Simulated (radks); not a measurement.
Values are calculated unless marked as measured or tabulated.
The table gives one normalised radial function P(r) = r R(r) (large component) of Li in [He] 2s1 (r in bohr). Level of theory: Dirac Kohn-Sham, LDA (Slater exchange, Perdew-Wang correlation), spin-unpolarised, spherical densities, finite nucleus; Fermi nuclear charge, rms radius 2.444 fm (a radial shooting solver on a logarithmic mesh with Libxc functionals).

| r | P |
|---|---|
| 0.02853 | 0.0428 |
| 0.03512 | 0.0517 |
| 0.04359 | 0.0625 |
| 0.05367 | 0.0747 |
| 0.06661 | 0.0891 |
| 0.08266 | 0.1053 |
| 0.1018 | 0.1222 |
| 0.1263 | 0.1406 |
| 0.1568 | 0.1586 |
| 0.193 | 0.1742 |
| 0.2396 | 0.1861 |
| 0.2973 | 0.1907 |
| 0.3661 | 0.1850 |
| 0.4543 | 0.1646 |
| 0.5594 | 0.1279 |
| 0.6942 | 0.0697 |
| 0.8616 | -0.0092 |
| 1.061 | -0.1023 |
| 1.317 | -0.2102 |
| 1.634 | -0.3196 |
| 2.012 | -0.4142 |
| 2.497 | -0.4858 |
| 3.099 | -0.5139 |
| 3.815 | -0.4897 |
| 4.735 | -0.4132 |
| 5.83 | -0.3066 |
| 7.236 | -0.1905 |
| 8.98 | -0.0968 |
| 11.06 | -0.0404 |
| 13.72 | -0.0124 |

Which n and l does it have? It may be an empty orbital.

Answer. n = 2, l = 0: the number of nodes gives n - l - 1 = 1, the rise at small r points to l (this Dirac orbital starts outside the nucleus as r^gamma with gamma = sqrt((l + 1)^2 - (Z/c)^2) = 1.00; the j = 1/2 orbital of l + 1 starts with the same power, but with a smaller coefficient, and then steepens), and the extent must fit the shell. The curve is that of 2s1/2. 2s1/2: eigenvalue -2.874 eV, 1 radial node at r = 0.842 bohr, <r> = 3.93 bohr, 90 % of the charge inside 6.22 bohr.
